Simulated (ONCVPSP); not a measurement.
What one change does to a pseudopotential (P, ONCV)

* Element: phosphorus
* Generator: ONCVPSP 4.0.1
* Type: optimised norm-conserving Vanderbilt (ONCV)
* Functional: PBE
* Relativity: scalar-relativistic
* Frozen core: [Ne]
* Valence charge: 5
* Reference configuration: 3s2 3p1 (charge +2)
* Partial waves: 3s: rc 1.65 bohr, ncon 4, nbas 8, qcut 4.7 1/bohr, 2 projectors, debl 1 Ha; 3p: rc 1.70 bohr, ncon 4, nbas 7, qcut 3.9 1/bohr, 1 projector
* Local potential: polynomial inside 1.20 bohr (lpopt 1, dvloc0 1 Ha)
* Core correction: Teter function, fcfact 2.5, rcfact 1.7

In the s channel the program set the typed energies aside and used -1.248, 0.250 Ha.

Change: s: qcut 6.7; p: qcut 5.6.

Cutoffs: the cutoffs (Ha) at which the residual kinetic energy of the hardest occupied pseudo-wave falls to 1 and 0.1 mHa per electron; they do not see the model core or the augmentation charge, which bear on the density cutoff. Errors are all-electron minus pseudo energies relative to the spin-unpolarised reference configuration.

Q: Predict the effect on cutoff, ghosts and configuration errors.

A: The potential gets neither clearly harder nor softer (10 Ha and 31 Ha → 13 Ha and 16 Ha); the s channel sets the loose cutoff, while the largest relative change is in p, which becomes harder; of the 4 tests that both files solve, the error grows in 0 and shrinks in 1 by more than 15 % and 0.3 meV (median size 5.6 → 5.1 meV); neither file shows a bound ghost.

| quantity | base | changed |
| --- | --- | --- |
| cutoff, loose | 10 Ha | 13 Ha |
| cutoff, tight | 31 Ha | 16 Ha |
| loose cutoff by channel | s 10 Ha, p 5.6 Ha | s 13 Ha, p 8.4 Ha |
| bound ghosts | none | none |
| GHOST(+) flags under 300 eV | s at 159.6 eV | s at 158.7 eV |
| error for 3s2 3p3, meV [ΔE -28.88 eV] | -6.9 | -6.2 |
| error for 3s2 3p2, meV [ΔE -19.15 eV] | -4.4 | -4.0 |
| error for 3s2 3p0, meV [ΔE 29.74 eV] | -26 | -25 |
| error for 3s1 3p4, meV [ΔE -20.34 eV] | -2.2 | -1.4 |
| s: phases at 1.68 bohr within 0.05 rad from the reference energy up to (Ha; the scan ends near 5) | 3.2 | 3.2 |
| p: phases at 1.73 bohr within 0.05 rad from the reference energy up to (Ha; the scan ends near 5) | 1.5 | 1.6 |
| rms error of d²Exc/dni dnj with the model core, mHa | 3.81 | 3.68 |
